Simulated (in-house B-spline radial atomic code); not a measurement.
RPA and G0W0 on BHandHLYP: the manganese ion Mn⁷⁺

Configuration [Ne] 3s2 3p6, mean-field start BHandHLYP. Computed with an all-electron radial atomic-structure program (B-spline basis): all electrons, non-relativistic, point nucleus, each spin shell either full or empty, empty states to l = 9 with an (l + 1/2)⁻⁴ tail; G0W0 by contour deformation at full frequency.

Command:
```bash
python run_gw.py task.json out
```
Settings (radii: box in bohr, nucleus in fm):
```
Z                        25
electrons                18
configuration            [Ne] 3s2 3p6
hamiltonian              nr
method                   bhandhlyp
lmax                     9
spin_polarised           False
box_radius               8.41
intervals                48
```

Run time, properties included: 1.5 s on 1 thread of Intel(R) Xeon(R) Platinum 8488C, on a shared host.

Energies (hartree):

```csv
term,value
mean-field total,-1136.39862
Hartree-Fock functional on these orbitals,-1135.55796
direct second order,-1.3256
second-order exchange,0.4432
SOSEX correction,0.41086
```

Task: What is the RPA correlation energy, and what remains with SOSEX?

Result: RPA gives -1.1856 hartree (-1.79 eV per electron); RPA + SOSEX gives -0.77471, and the second-order doubles -0.88238 hartree (no singles). RPA lacks exchange-type terms and so overcorrelates at short range.

Quasi-particle levels (eV):

```json
{"level": "3p", "occupied": "yes", "mean field": "-189.62", "Σx - vxc": "-5.78", "Σc": "?", "QP weight": "?", "G0W0": "?"}
{"level": "3s", "occupied": "yes", "mean field": "-224.79", "Σx - vxc": "-9.80", "Σc": "6.68", "QP weight": "0.856", "G0W0": "-227.90"}
{"level": "2p", "occupied": "yes", "mean field": "-800.75", "Σx - vxc": "-23.30", "Σc": "9.91", "QP weight": "0.870", "G0W0": "-814.14"}
{"level": "3d", "occupied": "no", "mean field": "-125.49", "Σx - vxc": "8.34", "Σc": "-3.05", "QP weight": "0.977", "G0W0": "-120.19"}
```

G0W0 = mean field + (Σx - vxc) + Σc, with Σc (partial-wave tail included) taken at the quasi-particle energy. Only the outer levels were computed. Levels of low weight are left out.

Task: Where does G0W0 put 3p?

Result: At -195.93 eV, with Σc = -0.53 eV and a quasi-particle weight of 0.968. The tabulated removal energy is 195.5 ± 0.3 eV (NIST, semi-empirical); the calculation leaves out relativity, Breit and QED terms, and what these don't explain is the method's own error.
